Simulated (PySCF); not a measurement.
## From a computed spectrum to the compound

A species of 5 atoms with charge 0 has these harmonic modes (PBE0, small Gaussian bases with core potentials, PySCF 2.14.0):

| cm⁻¹ | km/mol | symmetry |
| --- | --- | --- |
| 31 | 0.0 | e |
| 31 | 0.0 | e |
| 43 | 1.5 | t2 |
| 43 | 1.5 | t2 |
| 43 | 1.5 | t2 |
| 134 | 0.0 | a1 |
| 174 | 21.3 | t2 |
| 174 | 21.3 | t2 |
| 174 | 21.3 | t2 |

Problem. Which species is it, and in which structure?

Solution. PbI4 (singlet):
```xyz
5

Pb    0.0000    0.0000    0.0000
I     1.6019    1.6019    1.6019
I    -1.6019   -1.6019    1.6019
I     1.6019   -1.6019   -1.6019
I    -1.6019    1.6019   -1.6019
```
Ideal gas at 298.15 K and 1 bar: S = 471.0 J/(mol K), Cp = 106.3 J/(mol K), H − H(0 K) = 27.7 kJ/mol (rigid rotor, harmonic modes, spin degeneracy alone; the modes under 60 cm⁻¹ make these uncertain). 
 The answer isn't unique; the calculation gave this one.
